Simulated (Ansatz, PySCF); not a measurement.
The pair A = GaH3 (SMILES [GaH3]) (first 4 atoms), B = C3H9N (SMILES CN(C)C); geometry from B3LYP-D3(BJ)/def2-TZVP.
(charge 0, multiplicity 1):
```json
[
 {"atom": "Ga", "x (Å)": "-0.7492", "y (Å)": "0.4067", "z (Å)": "1.7106"},
 {"atom": "H", "x (Å)": "-1.4930", "y (Å)": "1.7407", "z (Å)": "2.1312"},
 {"atom": "H", "x (Å)": "0.5910", "y (Å)": "0.5392", "z (Å)": "0.8765"},
 {"atom": "H", "x (Å)": "-1.6281", "y (Å)": "-0.8936", "z (Å)": "1.4956"},
 {"atom": "C", "x (Å)": "-0.9743", "y (Å)": "-0.2780", "z (Å)": "4.6076"},
 {"atom": "N", "x (Å)": "0.1157", "y (Å)": "-0.1015", "z (Å)": "3.6332"},
 {"atom": "C", "x (Å)": "0.8800", "y (Å)": "-1.3521", "z (Å)": "3.4897"},
 {"atom": "C", "x (Å)": "1.0045", "y (Å)": "0.9947", "z (Å)": "4.0541"},
 {"atom": "H", "x (Å)": "-0.5755", "y (Å)": "-0.5367", "z (Å)": "5.5948"},
 {"atom": "H", "x (Å)": "-1.6361", "y (Å)": "-1.0719", "z (Å)": "4.2670"},
 {"atom": "H", "x (Å)": "-1.5448", "y (Å)": "0.6459", "z (Å)": "4.6803"},
 {"atom": "H", "x (Å)": "1.3339", "y (Å)": "-1.6422", "z (Å)": "4.4438"},
 {"atom": "H", "x (Å)": "1.6623", "y (Å)": "-1.2122", "z (Å)": "2.7463"},
 {"atom": "H", "x (Å)": "0.2142", "y (Å)": "-2.1438", "z (Å)": "3.1519"},
 {"atom": "H", "x (Å)": "1.4617", "y (Å)": "0.7738", "z (Å)": "5.0250"},
 {"atom": "H", "x (Å)": "1.7868", "y (Å)": "1.1293", "z (Å)": "3.3097"},
 {"atom": "H", "x (Å)": "0.4297", "y (Å)": "1.9157", "z (Å)": "4.1278"}
]
```

Correlated levels freeze the cores. Filled d and f shells under p-block atoms count as core. CBS(a, b) extrapolates the correlation energy as X⁻³ and adds the Hartree–Fock energy of set b. MP2 and its Hartree–Fock in aug-cc-pVTZ are density fitted.

Programs: Ansatz (Gaussian basis) for Hartree–Fock, density functionals and correlated methods; PySCF for the dispersion terms. 

The monomers are drawn apart, rigid, along the line of their centres of mass. Counterpoise-corrected interaction energies (kcal/mol):

| level | R = 3.422 Å | R = 4.290 Å |
|---|---|---|
| PBE/def2-TZVPPD | -12.8549 | -4.1816 |
| PBE-D3(BJ)/def2-TZVPPD | -14.7477 | -5.0596 |
| wB97M-V/def2-TZVPPD | -14.2471 | -4.6726 |
| MP2/CBS(aug-cc-pVDZ, aug-cc-pVTZ) + ΔCCSD(T)/aug-cc-pVDZ | -14.3951 | -4.9083 |

Task: R is the distance of the centres of mass. Find the local exponent m of E ∝ R⁻ᵐ between the two points.

Result: 
m = ln(E₁/E₂)/ln(R₂/R₁): PBE/def2-TZVPPD 5.0; PBE-D3(BJ)/def2-TZVPPD 4.7; wB97M-V/def2-TZVPPD 4.9; MP2/CBS(aug-cc-pVDZ, aug-cc-pVTZ) + ΔCCSD(T)/aug-cc-pVDZ 4.8. For scale, two fixed dipoles give m = 3, dipole and quadrupole 4, quadrupoles 5, and dispersion or dipole-induced dipole 6 at long range; at these distances several terms mix, and what is left of overlap and damping shifts m, so it need not match one of them.

Ansatz is a first-principles code.
